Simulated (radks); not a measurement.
Trend from Lu to Hg: ionisation energy by Delta-SCF between NIST ground configurations, and size. Calculated with a radial shooting solver on a logarithmic mesh with Libxc functionals: scalar-relativistic Kohn-Sham, PBE, spin-polarised, spherical densities, point nucleus; open shells are filled with parallel spins first (spin-orbit coupling, left out, can overturn this in heavy ions).

| species | configuration | IE (eV) | NIST (eV) | kind | outermost | <r> outermost (bohr) |
|---|---|---|---|---|---|---|
| Lu | [Xe] 4f14 5d1 6s2 | 5.377 | 5.426 | exp. | 6s | 3.68 |
| Hf | [Xe] 4f14 5d2 6s2 | 6.870 | 6.825 | exp. | 6s | 3.53 |
| Ta | [Xe] 4f14 5d3 6s2 | 7.376 | 7.550 | exp. | 6s | 3.42 |
| W | [Xe] 4f14 5d4 6s2 | 7.533 | 7.864 | exp. | 6s | 3.33 |
| Re | [Xe] 4f14 5d5 6s2 | 7.660 | 7.834 | exp. | 6s | 3.26 |
| Os | [Xe] 4f14 5d6 6s2 | 8.406 | 8.438 | exp. | 6s | 3.10 |
| Ir | [Xe] 4f14 5d7 6s2 | 9.031 | 8.967 | exp. | 6s | 2.97 |
| Pt | [Xe] 4f14 5d9 6s1 | 9.514 | 8.959 | exp. | 6s | 2.90 |
| Au | [Xe] 4f14 5d10 6s1 | 9.587 | 9.226 | exp. | 6s | 2.85 |
| Hg | [Hg] | 10.482 | 10.438 | exp. | 6s | 2.70 |

Reference values: NIST Atomic Spectra Database (exp. = measured, semi-emp. = semi-empirical, theory = theoretical value adopted there). Open shells are spherical and high-spin; term and fine-structure splittings are not resolved. Spin-orbit splitting is averaged out at the scalar-relativistic level.
